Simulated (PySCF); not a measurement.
C₂H₆Se, SMILES [Se](C)C.

Coordinates come from a PBE-D3(BJ)/def2-SVP optimisation.

These are TDA-ωB97X/def2-SVPD (PySCF 2.14.0) values and carry that method's errors.

Vertical excitations. Isolated molecule, no solvent. State labels are in the subgroup C2v.

Problem. List the lowest excited states. (The exact figures need the calculation; the answer reports its results.)

Solution. 
| state | symmetry | energy (eV) | λ (nm) | f | main pairs |
|---|---|---|---|---|---|
| S1 | A2 | 4.78 | 259 | 0.000 | HOMO→LUMO 77 %, HOMO→LUMO+4 17 % |
| S2 | B2 | 5.88 | 211 | 0.042 | HOMO→LUMO+2 69 %, HOMO→LUMO+1 17 %, HOMO→LUMO+5 12 % |
| S3 | B2 | 6.29 | 197 | 0.021 | HOMO→LUMO+1 67 %, HOMO→LUMO+2 24 % |
| S4 | A1 | 7.11 | 174 | 0.071 | HOMO→LUMO+3 98 % |
| S5 | A2 | 7.44 | 167 | 0.000 | HOMO→LUMO+4 70 %, HOMO→LUMO 20 % |
| S6 | B2 | 7.46 | 166 | 0.016 | HOMO→LUMO+5 73 % |
| S7 | B1 | 7.95 | 156 | 0.068 | HOMO−1→LUMO 64 %, HOMO→LUMO+9 20 % |
| S8 | B2 | 8.14 | 152 | 0.135 | HOMO→LUMO+6 88 % |
| S9 | A1 | 8.57 | 145 | 0.175 | HOMO−1→LUMO+2 45 %, HOMO−1→LUMO+1 35 %, HOMO−1→LUMO+5 10 % |
| S10 | A1 | 8.66 | 143 | 0.011 | HOMO→LUMO+8 95 % |
| T1 | A2 | 4.33 | 286 | 0 | HOMO→LUMO 71 %, HOMO→LUMO+4 22 % |
| T2 | B2 | 5.27 | 235 | 0 | HOMO→LUMO+1 44 %, HOMO→LUMO+5 24 %, HOMO→LUMO+2 14 %, HOMO→LUMO+6 11 % |
| T3 | B2 | 6.12 | 203 | 0 | HOMO→LUMO+2 79 %, HOMO→LUMO+1 14 % |
| T4 | B1 | 6.73 | 184 | 0 | HOMO−1→LUMO 66 %, HOMO−1→LUMO+4 23 % |
Triplets are in the Tamm–Dancoff approximation.
